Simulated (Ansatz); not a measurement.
Relaxation of ClF2H4MgN (9 atoms, charge 0, multiplicity 1), to a largest force component of 0.03 eV/Å in at most 50 steps.

Level of theory: RKS BLYP/def2-mTZVP in Ansatz.

```xyz
9
Properties=species:S:1:pos:R:3:forces:R:3
Mg -1.668 1.038 -0.942 1.14 0.60 1.22
N 0.432 -1.425 0.096 -0.47 0.37 -0.23
Cl -2.975 0.318 -2.573 -0.06 -0.02 -0.04
H 1.101 1.660 1.143 -1.40 0.92 -0.35
F -0.805 2.240 0.292 -0.37 -1.11 -0.85
H 1.112 -0.865 0.617 0.08 0.08 0.04
F 1.822 1.093 1.260 1.06 -0.82 0.20
H 0.044 -2.122 0.739 0.01 -0.02 0.01
H 0.937 -1.937 -0.632 0.01 0.00 0.00
```

Task: Where does it end, and by what steps?

Result: It converged. The force dipped under the threshold on the way, but the program's further checks kept it going. After 12 steps the energy has fallen by 1.321 eV; Mg1 moved furthest, 0.81 Å. Joined: Mg1–N2 (3.40 → 2.15 Å).

```
step  energy less start (eV)  largest force component (eV/Å)  accepted
   0                  0.0000                           1.399       yes
   1                 -0.3808                           0.856       yes
   2                 -0.7256                           0.640       yes
   3                 -1.0127                           0.797       yes
   4                 -1.2318                           0.267       yes
   5                 -1.2937                           0.557       yes
   6                 -1.1592                           3.028        no
   7                 -1.3181                           0.088       yes
   8                 -1.3191                           0.067       yes
   9                 -1.3199                           0.047       yes
  10                 -1.3208                           0.029       yes
  11                 -1.3211                           0.091       yes
  12                 -1.3215                           0.022       yes
```

```xyz
9
Properties=species:S:1:pos:R:3
Mg -1.075 0.534 -0.707
N 0.221 -1.054 -0.051
Cl -2.707 -0.035 -2.131
H 0.876 1.552 1.005
F -0.326 1.948 0.214
H 0.936 -0.609 0.556
F 1.596 1.000 1.405
H -0.239 -1.783 0.509
H 0.716 -1.553 -0.800
```

Whether the end is a true minimum wasn't checked by a vibrational analysis.

Time of the run: 26 s on 4 threads of Arm Neoverse N1, on a shared host, peak memory 0.15 GiB.
